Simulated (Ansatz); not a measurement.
Ansatz (an electronic-structure program) input file for As2BFH4, SMILES FB([AsH2])[AsH2], PBE-D3(BJ)/def2-SVP. 

Ansatz 0.2 input:
```yaml
crystal:
  periodic: [false, false, false]
  atoms:
    - {symbol: B, position_ang: [0.00000000, -0.00000000, 0.68086728]}
    - {symbol: As, position_ang: [1.80305956, 0.06274522, -0.29716823]}
    - {symbol: H, position_ang: [2.43153066, -1.07139383, 0.50939271]}
    - {symbol: H, position_ang: [1.34483691, -0.83896741, -1.43902818]}
    - {symbol: As, position_ang: [-1.80305956, -0.06274522, -0.29716823]}
    - {symbol: H, position_ang: [-2.43153065, 1.07139384, 0.50939273]}
    - {symbol: H, position_ang: [-1.34483692, 0.83896741, -1.43902817]}
    - {symbol: F, position_ang: [0.00000001, -0.00000000, 2.00755976]}
basis:
  gaussian:
    orbitals: def2-SVP
hamiltonian:
  xc: pbe
  dispersion: d3bj
relax: {f_tol: 0.002, max_steps: 200}
```

It prints:

```
WARN ansatz: RAYON_NUM_THREADS=1 ignored (pool sized by the plan → 1); use --threads N
Functional definition: PBE
integrals: 0.06 GiB planned
1260 factors; their error is unknown
mean field: 0.31 GiB planned
mean field evaluation 1: about -125100.8918 eV, gradient 3.0e1 eV
mean field evaluation 2: about -125098.6536 eV, gradient 4.7e1 eV
mean field evaluation 4: about -125102.5143 eV, gradient 1.6e0 eV
mean field evaluation 8: about -125102.5222 eV, gradient 5.7e-2 eV
mean field evaluation 16: about -125102.4373 eV, gradient 3.3e-5 eV
mean field -125102.43732822 eV, -4597.4297743345 hartree, gradient 3.3e-5 eV, S^2 0.000000; 0 other end points of the search recorded, 0 dependent functions left out
the calculation of the forces begins
reference -125102.43735863 eV, -4597.4297754519 hartree; 42, 42 occupied and 70, 70 virtual orbitals, 1260 factors
relax step   1: F+E_penalty+E_count = -125102.62308659 eV  Δ(F+E_penalty+E_count) = +0.000e0 eV  max|allowed force component| = 3.988e-1 eV/Å  Δτ_max = 0.0000 Å  (27 SCF iters, accepted)
these checks for a lower state are left out or cut short: starts, cluster_reference, orbital_swaps, neighbouring_geometries, increment
integrals: 0.06 GiB planned
1260 factors; their error is unknown
mean field: 0.31 GiB planned
mean field -125102.44218807 eV, -4597.4299529308 hartree, gradient 5.8e-5 eV, S^2 0.000000; 0 other end points of the search recorded, 0 dependent functions left out
the calculation of the forces begins
reference -125102.44221849 eV, -4597.4299540485 hartree; 42, 42 occupied and 70, 70 virtual orbitals, 1260 factors
relax step   2: F+E_penalty+E_count = -125102.62806491 eV  Δ(F+E_penalty+E_count) = -4.978e-3 eV  max|allowed force component| = 1.764e-1 eV/Å  Δτ_max = 0.0089 Å  (27 SCF iters, accepted)
these checks for a lower state are left out or cut short: starts, cluster_reference, orbital_swaps, neighbouring_geometries, increment
integrals: 0.06 GiB planned
1260 factors; their error is unknown
mean field: 0.31 GiB planned
mean field -125102.44271049 eV, -4597.4299721293 hartree, gradient 5.9e-5 eV, S^2 0.000000; 0 other end points of the search recorded, 0 dependent functions left out
the calculation of the forces begins
reference -125102.44274091 eV, -4597.4299732471 hartree; 42, 42 occupied and 70, 70 virtual orbitals, 1260 factors
relax step   3: F+E_penalty+E_count = -125102.62862008 eV  Δ(F+E_penalty+E_count) = -5.552e-4 eV  max|allowed force component| = 1.295e-2 eV/Å  Δτ_max = 0.0070 Å  (27 SCF iters, accepted)
these checks for a lower state are left out or cut short: starts, cluster_reference, orbital_swaps, neighbouring_geometries, increment
integrals: 0.06 GiB planned
1260 factors; their error is unknown
mean field: 0.31 GiB planned
mean field evaluation 32: about -125102.4427 eV, gradient 4.4e-5 eV
mean field -125102.44270864 eV, -4597.4299720612 hartree, gradient 5.5e-5 eV, S^2 0.000000; 0 other end points of the search recorded, 0 dependent functions left out
the calculation of the forces begins
reference -125102.44273906 eV, -4597.4299731791 hartree; 42, 42 occupied and 70, 70 virtual orbitals, 1260 factors
relax step   4: F+E_penalty+E_count = -125102.62863624 eV  Δ(F+E_penalty+E_count) = -1.616e-5 eV  max|allowed force component| = 1.185e-2 eV/Å  Δτ_max = 0.0023 Å  (20 SCF iters, accepted)
these checks for a lower state are left out or cut short: starts, cluster_reference, orbital_swaps, neighbouring_geometries, increment
integrals: 0.06 GiB planned
1260 factors; their error is unknown
mean field: 0.31 GiB planned
mean field -125102.44278518 eV, -4597.4299748739 hartree, gradient 1.4e-5 eV, S^2 0.000000; 0 other end points of the search recorded, 0 dependent functions left out
the calculation of the forces begins
reference -125102.44281560 eV, -4597.4299759918 hartree; 42, 42 occupied and 70, 70 virtual orbitals, 1260 factors
relax step   5: F+E_penalty+E_count = -125102.62865385 eV  Δ(F+E_penalty+E_count) = -1.761e-5 eV  max|allowed force component| = 4.708e-3 eV/Å  Δτ_max = 0.0052 Å  (23 SCF iters, accepted)
these checks for a lower state are left out or cut short: starts, cluster_reference, orbital_swaps, neighbouring_geometries, increment
integrals: 0.06 GiB planned
1260 factors; their error is unknown
mean field: 0.31 GiB planned
mean field -125102.44276964 eV, -4597.4299743028 hartree, gradient 1.9e-5 eV, S^2 0.000000; 0 other end points of the search recorded, 0 dependent functions left out
the calculation of the forces begins
reference -125102.44280005 eV, -4597.4299754206 hartree; 42, 42 occupied and 70, 70 virtual orbitals, 1260 factors
relax step   6: F+E_penalty+E_count = -125102.62865630 eV  Δ(F+E_penalty+E_count) = -2.453e-6 eV  max|allowed force component| = 9.358e-4 eV/Å  Δτ_max = 0.0008 Å  (20 SCF iters, accepted)
integrals: 0.06 GiB planned
1260 factors; their error is unknown
mean field: 0.31 GiB planned
mean field evaluation 64: about -125102.4428 eV, gradient 3.2e-5 eV
mean field -125102.44276964 eV, -4597.4299743028 hartree, gradient 1.9e-5 eV, S^2 0.000000; 1 other end points of the search recorded, 0 dependent functions left out
the calculation of the forces begins
reference -125102.44280005 eV, -4597.4299754206 hartree; 42, 42 occupied and 70, 70 virtual orbitals, 1260 factors
Total energy: -125102.62868672 eV, -4597.4368066297 hartree
Atom 0 at     0.000000     0.000000     0.677706 Å, force    -0.000000     0.000000    -0.000936 eV/Å
Atom 1 at     1.802732     0.072643    -0.302392 Å, force    -0.000898     0.000499     0.000617 eV/Å
Atom 2 at     2.430189    -1.069620     0.512281 Å, force    -0.000162    -0.000125    -0.000023 eV/Å
Atom 3 at     1.332470    -0.846768    -1.438373 Å, force    -0.000188    -0.000247     0.000154 eV/Å
Atom 4 at    -1.802732    -0.072643    -0.302392 Å, force     0.000898    -0.000499     0.000617 eV/Å
Atom 5 at    -2.430189     1.069620     0.512281 Å, force     0.000162     0.000125    -0.000023 eV/Å
Atom 6 at    -1.332470     0.846768    -1.438373 Å, force     0.000188     0.000247     0.000154 eV/Å
Atom 7 at    -0.000000     0.000000     2.014081 Å, force    -0.000000    -0.000000    -0.000559 eV/Å
Dipole moment:     0.000000     0.000000    -0.061582 e Å
```

The run converged.
